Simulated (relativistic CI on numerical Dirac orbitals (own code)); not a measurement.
Fe2+ in a cubic cluster: 2p photoemission with charge transfer

Computed with a charge-transfer multiplet model of a cubic metal-ligand cluster with up to 2 ligand holes, Slater and spin-orbit integrals from Dirac-Coulomb-Breit ions, Slater integrals scaled by 0.8. The ground state mixes d6 with configurations of k ligand holes L, whose averages lie at kΔ + k(k − 1)U_dd/2; a core hole lowers each added d electron by U_cd. 300 K, Lorentzian 0.6 eV and Gaussian 0.8 eV FWHM.

Atomic integrals in eV (Slater integrals scaled, ζ unscaled), ground: F2dd 8.723, F4dd 5.416, zeta_d 0.049; with the core hole: F2dd 10.208, F4dd 6.385, zeta_d 0.075, zeta_core 8.130, F2cd 5.984, G1cd 4.514, G3cd 2.566.

Cluster parameters (eV): U_dd = 5.9, U_cd = 6.8, 10Dq = 1.4, 10Dq(ligand) = 0.8, V(eg) = 2.5, V(t2g) = -1.17, final-state hopping factor = 1.

| Case | n_d | d6 | d7L | d8L2 | S |
| --- | --- | --- | --- | --- | --- |
| Δ = 3.8 eV | 6.48 | 0.57 | 0.39 | 0.04 | 0.02 |
| Δ = 6.8 eV | 6.29 | 0.72 | 0.26 | 0.02 | 0.03 |
| Δ = 8.8 eV | 6.21 | 0.80 | 0.19 | 0.01 | 0.05 |

Weights, n_d and S are thermal averages at 300 K. Binding energies count from the first peak over 30 % of the highest in each spectrum, which can be another peak from case to case. The parameters are a model scan and need not match a compound or its usual spin state. Peaks in eV (height, largest 100):
- Δ = 3.8 eV: 0.0 (100), 3.0 (12), 4.6 (6), 9.0 (15), 12.8 (47), 21.6 (7), 23.1 (5)
- Δ = 6.8 eV: 0.0 (100), 3.1 (13), 5.2 (5), 8.7 (15), 12.8 (44), 21.4 (7)
- Δ = 8.8 eV: 0.0 (100), 3.1 (13), 8.7 (11), 12.8 (42), 21.6 (5)

For the case Δ = 6.8 eV, Δ = 6.8 eV is larger than U_dd = 5.9 eV, the Mott-Hubbard side of the Zaanen-Sawatzky-Allen scheme. With the core hole the configuration with one ligand hole lies at Δ − U_cd = -3.0, 0.0, 2.0 eV from the one without, in the order of the table; where this is negative the screened configuration lies lower, though the effective hopping of about 4.8 eV (from the holes of the mixed ground state) mixes the two strongly wherever it is as large as the gap.
